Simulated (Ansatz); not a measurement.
`S[SiH2][SiH2][GeH3]` and `[GeH3][SiH2][SiH2][SiH2][GeH3]` differ in one atom or group.

Ansatz, PBE0-D4/def2-TZVP geometries, multiplicity 1. Each molecule was computed in one conformer, which needn't be the lowest.

Scalar relativity is left out up to krypton.

```json
{"property": "size of the dipole moment (ωB97M-V/def2-TZVPP) / D", "`S[SiH2][SiH2][GeH3]`": "1.05"}
{"property": "LUMO energy (PBE/def2-TZVPP) / eV", "`S[SiH2][SiH2][GeH3]`": "-1.40"}
{"property": "HOMO energy (PBE/def2-TZVPP) / eV", "`S[SiH2][SiH2][GeH3]`": "-6.16"}
{"property": "LUMO energy (B3LYP/def2-TZVPP) / eV", "`S[SiH2][SiH2][GeH3]`": "-0.77"}
{"property": "LUMO energy (ωB97M-V/def2-TZVPP) / eV", "`S[SiH2][SiH2][GeH3]`": "1.11"}
{"property": "HOMO–LUMO gap (PBE/def2-TZVPP) / eV", "`S[SiH2][SiH2][GeH3]`": "4.76"}
```

(1) What does the change do to each property? (Estimate.)

Results:

(1) Ansatz gave: 
| property | `[GeH3][SiH2][SiH2][SiH2][GeH3]` | shift |
| --- | --- | --- |
| size of the dipole moment (ωB97M-V/def2-TZVPP) / D | 0.26 | -0.79 |
| LUMO energy (PBE/def2-TZVPP) / eV | -1.20 | 0.20 |
| HOMO energy (PBE/def2-TZVPP) / eV | -6.86 | -0.70 |
| LUMO energy (B3LYP/def2-TZVPP) / eV | -0.57 | 0.20 |
| LUMO energy (ωB97M-V/def2-TZVPP) / eV | 1.28 | 0.17 |
| HOMO–LUMO gap (PBE/def2-TZVPP) / eV | 5.65 | 0.89 |

With PBE0 the HOMO falls by 0.56 eV and the LUMO rises by 0.19 eV, so the gap widens by about 0.75 eV. PBE moves the HOMO by -0.70 eV and ωB97M-V by -0.42 eV. Dipoles are sizes alone; their direction can turn.

B3LYP here is the variant with VWN-RPA as its local correlation; programs differ in this.
